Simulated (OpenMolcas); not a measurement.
## Ni6+: from CASSCF to CASPT2

```yaml
Program: OpenMolcas
Basis: ANO-RCC-VDZP [5s4p2d1f]
Scalar_Hamiltonian: DKH2, point nucleus
Active_space: 4 electrons in 5 orbitals (3d)
State_averaging: 2S+1 = 5 even, 5 roots; 2S+1 = 3 even, 45 roots; 2S+1 = 1 even, 50 roots
Spin-orbit_coupling: RASSI with atomic mean-field integrals over the reference wave functions, term energies averaged over their components
```

Methods on the same reference wave functions:
A. CASSCF
B. SS-CASPT2, IPEA 0.25 Eh, imaginary shift 0.1 Eh (closed shells correlated: 3s 3p)
C. MS-CASPT2, IPEA 0.25 Eh, imaginary shift 0.1 Eh (closed shells correlated: 3s 3p)

Energies in cm-1 above 3d4 5D0, the measured ground level; measured values from Corliss and Sugar, J. Phys. Chem. Ref. Data 10, 197 (1981).

| Level | A | B | C | Measured |
| --- | --- | --- | --- | --- |
| 3d4 5D0 | 0.0 | 0.0 | 0.0 | 0.0 |
| 3d4 5D1 | 294 | 299 | 300 | 279 |
| 3d4 5D2 | 854 | 865 | 866 | 804 |
| 3d4 5D3 | 1640 | 1654 | 1656 | 1520 |
| 3d4 5D4 | 2614 | 2630 | 2630 | 2392 |
| 3d4 3H4 | 33877 | 33940 | 33940 | 31672 |
| 3d4 3H5 | 34516 | 34640 | 34640 | 32286 |
| 3d4 3H6 | 35184 | 35360 | 35360 | 32877 |
| 3d4 3P0(1) | 35519 | 31680 | 31650 | 30077 |
| 3d4 3P1(1) | 37242 | 33470 | 33450 | 31836 |
| 3d4 3F3(1) | 39221 | 36440 | 36430 | 34317 |
| 3d4 3F4(1) | 39507 | 36750 | 36760 | 34576 |
| 3d4 3G3 | 42953 | 40730 | 40740 | 38160 |
| 3d4 3G4 | 43636 | 41430 | 41440 | 38746 |
| 3d4 3G5 | 44118 | 42020 | 42020 | 39247 |
| 3d4 1I6 | 51362 | 51690 | 51690 |  |
| 3d4 1G4(1) | 54429 | 50350 | 50350 |  |
| 3d4 3D3 | 55137 | 49720 | 49720 |  |
| 3d4 3D2 | 55346 | 49950 | 49950 |  |
| 3d4 3D1 | 55659 | 50240 | 50240 |  |
| 3d4 1S0(1) | 62887 | 53740 | 53750 |  |
| 3d4 1D2(1) | 67000 | 63380 | 63380 |  |
| 3d4 1F3 | 76859 | 71570 | 71570 |  |
| 3d4 3F4(2) | 90473 | 84570 | 84560 |  |

Deviations, from unrounded energies. A percentage is the sum of absolute deviations over the sum of measured energies, with the sign that they share, or ± where signs differ.

```
                        Against measurement  Levels      A     B     C
             mean absolute deviation (cm-1)      14   3000  1700  1600
      fine structure of the ground term (%)       4   +8.2  +9.0  +9.1
other terms of the ground configuration (%)      10  +12.2  +6.6  +6.6
```

B, C lie about equally close to measurement and A furthest from it. The largest miss of C in the table is 3d4 3G5, by +2800 cm-1. The ranking rests on the paired levels alone, and a cruder setting can come out closer through cancelling errors.

Between B and C the level of the table that moves most is 3d4 3P0(1), by 29 cm-1 (lowest in C, highest in B). Moves below CASPT2's spread within the term are not significant.

The two smallest mean deviations differ by little beside CASPT2's spread within terms, so their order carries little weight.

From A to B the spin-free energies of the other terms of 3d4 shown, above 5D, scale by factors of 0.85 to 1.01.

The lowest spin-free term lies below A's lowest term by 0.223 hartree in B, 0.223 hartree in C.

CASPT2 does not keep the components of a term degenerate, so their means are used; among the terms shown or strongly mixed into the levels shown the widest spread is 880 cm-1 (3d4 1I, C). The basis is small and was not contracted for so high a charge. The CASPT2 spread within a term exceeds the gap to the next term for 3d4 1G(1) and 3d4 3D, so the order of their levels is uncertain (figures for B; the like holds for C). Without dynamic correlation excited terms often stand tens of per cent too high (terms of higher spin than the ground term too low), and those without a measured partner can miss by more than the paired ones (holds for A). Measured partners are found by configuration, term and J. A level has none where our copy of the source lacks it or the pairing is in doubt (some pairs that miss far off the trend of their configuration count as doubtful), and it then counts in no deviation. Levels of configurations outside the active space are missing. The table leaves out levels that lie high or whose names do not pair safely across all columns.

A number in round brackets counts repeated terms of one configuration in the order of the reference energies.
